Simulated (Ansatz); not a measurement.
Cost and result for the atomization energy of `BN[SiH]([SiH3])S` (13 atoms, 12 bonds).

```xyz
13

B    -0.686   -0.842   -1.764
N    -1.173   -0.870   -0.454
Si   -0.559    0.046    0.899
Si    1.122    1.507    0.191
S     0.164   -1.223    2.465
H     0.239   -0.122   -2.023
H    -1.186   -1.528   -2.607
H    -1.940   -1.501   -0.260
H    -1.683    0.747    1.574
H     1.503    2.329    1.371
H     2.308    0.729   -0.254
H     0.675    2.407   -0.904
H     1.217   -1.679    1.766
```

Charge 0, multiplicity 1. Geometry: relaxed with PBE0-D4/def2-TZVP. It is one conformer, not always the lowest. Program: Ansatz. All runs use 4 threads of an Arm Neoverse V2 on a shared host. Times are those of one run each, without the atoms' runs, and a repeat can differ threefold. Electronic energies, without spin–orbit coupling; frozen cores. CCSD(T)/CBS adds CCSD(T) − MP2 in def2-TZVPP to the MP2 limit, and its time is that of the two runs behind it. T1 = 0.013. B3LYP takes the VWN-RPA correlation (the form of Gaussian; ORCA's B3LYP/G).

CCSD(T)/CBS is a level of theory with its own doubt, some kJ/mol a heavy atom from the limit and from the frozen cores, so smaller differences don't rank the functionals.

```json
{"level": "PBE-D4/def2-TZVPP (with forces)", "functions": "300", "wall time": "3.2 s", "atomization (kcal/mol)": "1022.3", "difference from CCSD(T)/CBS": "4.9", "per bond": "0.4"}
{"level": "PBE0-D4/def2-TZVPP", "functions": "300", "wall time": "4.3 s", "atomization (kcal/mol)": "1013.8", "difference from CCSD(T)/CBS": "-3.6", "per bond": "-0.3"}
{"level": "r2SCAN-D4/def2-TZVPP (with forces)", "functions": "300", "wall time": "6.5 s", "atomization (kcal/mol)": "1019.6", "difference from CCSD(T)/CBS": "2.2", "per bond": "0.2"}
{"level": "B3LYP-D4/def2-TZVPP (with forces)", "functions": "300", "wall time": "6.5 s", "atomization (kcal/mol)": "1021.2", "difference from CCSD(T)/CBS": "3.8", "per bond": "0.3"}
{"level": "B2PLYP/def2-TZVPP", "functions": "300", "wall time": "7.5 s", "atomization (kcal/mol)": "1004.8", "difference from CCSD(T)/CBS": "-12.6", "per bond": "-1.1"}
{"level": "ωB97X-V/def2-TZVPP", "functions": "300", "wall time": "11 s", "atomization (kcal/mol)": "1027.4", "difference from CCSD(T)/CBS": "10.0", "per bond": "0.8"}
{"level": "ωB97M-V/def2-TZVPP (with forces)", "functions": "300", "wall time": "15 s", "atomization (kcal/mol)": "1023.8", "difference from CCSD(T)/CBS": "6.4", "per bond": "0.5"}
{"level": "MP2/def2-QZVPP", "functions": "564", "wall time": "30 s", "atomization (kcal/mol)": "1009.3", "difference from CCSD(T)/CBS": "-8.1", "per bond": "-0.7"}
{"level": "CCSD(T)/def2-TZVPP", "functions": "300", "wall time": "3.9 min", "atomization (kcal/mol)": "989.0", "difference from CCSD(T)/CBS": "-28.4", "per bond": "-2.4"}
{"level": "CCSD(T)/CBS(def2)", "functions": "–", "wall time": "4.4 min", "atomization (kcal/mol)": "1017.4", "difference from CCSD(T)/CBS": "0.0", "per bond": "0.0"}
```

The D4 term adds +13.3 kcal/mol with B3LYP and +7.1 kcal/mol with PBE0; it sums over pairs of atoms, weighted by their polarisabilities, and B3LYP, whose exchange is more repulsive, gets the larger term. In def2-TZVPP, CCSD(T) changes the Hartree–Fock value by +231.6 kcal/mol (the triples alone add +12.5 kcal/mol) and MP2 by +235.0 kcal/mol; breaking electron pairs costs correlation energy, which Hartree–Fock lacks. From PBE to PBE0 (25 % exact exchange), in def2-TZVPP and without D4, the atomization energy moves by −7.4 kcal/mol: exact exchange takes away binding that semilocal exchange gives to molecules.
